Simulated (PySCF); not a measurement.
# Spinor energies of Cl³⁺ (chlorine, charge +3)

Start: [Ne] 3s2 3p2; 3p3/2 filled at m_j = +1/2, +3/2. Calculated with PySCF 2.14 in x2c-SVPall-2c with one added diffuse shell each of s, p type (5s5p1d, 25 functions): generalised Hartree-Fock with the X2C-1e Hamiltonian and a Gaussian nucleus; one run each with spin-orbit coupling (SO) switched off, then screened by Boettger's factors. This is a chosen level, not necessarily the ground level.

```json
{"spinor shell": "1s1/2", "electrons": "2", "ε, spin-free (eV)": "-2909.0", "ε, screened SO (eV)": "-2909.1", "weight of nominal j (screened SO)": "1.000", "rms radius, screened SO (bohr)": "0.105"}
{"spinor shell": "2s1/2", "electrons": "2", "ε, spin-free (eV)": "-335.04", "ε, screened SO (eV)": "-335.06", "weight of nominal j (screened SO)": "1.000", "rms radius, screened SO (bohr)": "0.478"}
{"spinor shell": "2p1/2", "electrons": "2", "ε, spin-free (eV)": "-264.34", "ε, screened SO (eV)": "-265.60", "weight of nominal j (screened SO)": "0.887", "rms radius, screened SO (bohr)": "0.448"}
{"spinor shell": "2p3/2", "electrons": "4", "ε, spin-free (eV)": "-264.34", "ε, screened SO (eV)": "-263.74", "weight of nominal j (screened SO)": "0.944", "rms radius, screened SO (bohr)": "0.450"}
{"spinor shell": "3s1/2", "electrons": "2", "ε, spin-free (eV)": "-65.524", "ε, screened SO (eV)": "-65.532", "weight of nominal j (screened SO)": "1.000", "rms radius, screened SO (bohr)": "1.51"}
{"spinor shell": "3p3/2", "electrons": "2", "ε, spin-free (eV)": "-52.721", "ε, screened SO (eV)": "-52.693", "weight of nominal j (screened SO)": "0.807", "rms radius, screened SO (bohr)": "1.67"}
```

| quantity | spin-free | screened SO |
| --- | --- | --- |
| E (hartree) | -458.01603 | -458.01445 |
| M_J | 2 | 2 |
| ⟨J²⟩ | 6.008 | 6.006 |
| ⟨L²⟩ | 2.005 | 2.018 |
| ⟨S²⟩ | 2.002 | 1.996 |

Each row is a mean over spinors that exchange with the open shell spreads, by up to 7.554 eV (3s1/2).

Rows whose weight is well below 1 are mixtures of j = l ± 1/2: exchange outweighs spin-orbit coupling there, and the label is only the starting occupation.

Without spin-orbit coupling the j labels of p, d and f shells carry no meaning; the spin-free column gives the mean over the occupied spinors of each nl shell.
